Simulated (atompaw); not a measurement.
**nickel (Ni) PAW (atompaw): all-electron and pseudo phase curves**

| Property | Result |
| --- | --- |
| Element | Ni (Z = 28) |
| Generator | atompaw 4.2.0.5 |
| Type | PAW |
| Functional | LDA (PW92) |
| Relativity | scalar-relativistic |
| Frozen core | [Ne] |
| Valence charge | 18 |
| Reference configuration | 3s2 3p6 3d9 4s1 4p0 |
| Partial waves | 3s (bound): rc 1.00 bohr; 4s (bound): rc 1.50 bohr; 3p (bound): rc 1.00 bohr; 4p (bound, empty): rc 1.50 bohr; 3d (bound): rc 0.90 bohr; 3d channel at 2.8 Ry: rc 1.50 bohr |
| Local potential | troulliermartins scheme with l = 3 at 0.5 Ry, radius 1.45 bohr |
| Core correction | smooth core density matched at 1.40 bohr |
| Augmentation charge | besselshape compensation charge, radius 1.15 bohr; PAW radius 1.50 bohr; waves and projectors: custom polynom vanderbiltortho |

The phase is arctan(r·u′/u) with u = r·R(r), unwrapped; energies in Ry, scanned from -10 to 5 Ry. A pole is an energy at which the radial function vanishes at the test radius. The pseudo phase is shifted by a multiple of π to meet the all-electron one at the reference energy, and phase errors are pseudo minus all-electron; the curves can meet again beyond the range given. Levels narrower than the energy grid can be missing from the lists of poles.

```json
{"channel": "s", "radius (bohr)": "1.51", "reference energy (Ry)": "-0.35", "poles, all-electron": "-7.36", "poles, pseudo": "-7.36", "unbroken range about the reference energy with phases within 0.05 rad": "the whole range", "phase error 1 Ry above the reference energy (rad)": "-0.000"}
{"channel": "p", "radius (bohr)": "1.51", "reference energy (Ry)": "-0.06", "poles, all-electron": "-4.31", "poles, pseudo": "-4.31", "unbroken range about the reference energy with phases within 0.05 rad": "below 3.8", "phase error 1 Ry above the reference energy (rad)": "-0.000"}
{"channel": "d", "radius (bohr)": "1.51", "reference energy (Ry)": "-0.36", "poles, all-electron": "0.71", "poles, pseudo": "0.71", "unbroken range about the reference energy with phases within 0.05 rad": "the whole range", "phase error 1 Ry above the reference energy (rad)": "-0.000"}
```

Phases in the p channel:

| E (Ry) | all-electron | pseudo |
| --- | --- | --- |
| -10.00 | 1.330 | 1.329 |
| -9.52 | 1.320 | 1.319 |
| -9.04 | 1.308 | 1.307 |
| -8.56 | 1.294 | 1.293 |
| -8.08 | 1.276 | 1.275 |
| -7.60 | 1.253 | 1.252 |
| -7.12 | 1.220 | 1.219 |
| -6.64 | 1.168 | 1.166 |
| -6.16 | 1.068 | 1.066 |
| -5.68 | 0.789 | 0.787 |
| -5.20 | -0.496 | -0.497 |
| -4.72 | -1.389 | -1.389 |
| -4.24 | -1.590 | -1.590 |
| -3.76 | -1.675 | -1.676 |
| -3.28 | -1.727 | -1.727 |
| -2.80 | -1.764 | -1.764 |
| -2.32 | -1.795 | -1.796 |
| -1.84 | -1.824 | -1.824 |
| -1.36 | -1.852 | -1.852 |
| -0.88 | -1.882 | -1.882 |
| -0.40 | -1.914 | -1.914 |
| 0.08 | -1.951 | -1.951 |
| 0.56 | -1.994 | -1.995 |
| 1.04 | -2.047 | -2.048 |
| 1.52 | -2.114 | -2.115 |
| 2.00 | -2.200 | -2.203 |
| 2.48 | -2.316 | -2.323 |
| 2.96 | -2.478 | -2.493 |
| 3.44 | -2.704 | -2.735 |
| 3.92 | -3.005 | -3.060 |
| 4.40 | -3.352 | -3.428 |
| 4.88 | -3.674 | -3.755 |
